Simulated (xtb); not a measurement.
xtb input:

```bash
xtb mol.xyz --gfn 2 --sp --chrg -1 --uhf 0
```
mol.xyz:
```
7

Si     0.41387277     0.53593628     0.10074365
C     -1.50396595     0.12440485     0.23211110
F      0.91202468    -0.95515012    -0.57483931
H      0.70164181     0.17648512     1.59279781
H     -1.69464928    -0.88290964     0.62262101
H     -1.99180302     0.84678538     0.90028039
H     -1.99383457     0.20645320    -0.74522326
```

What final total energy does it print?

-10.81271 Eh (GFN2-xTB).

It need not be the lowest isomer of its formula. Whether it binds its extra electron was not tested at this geometry.
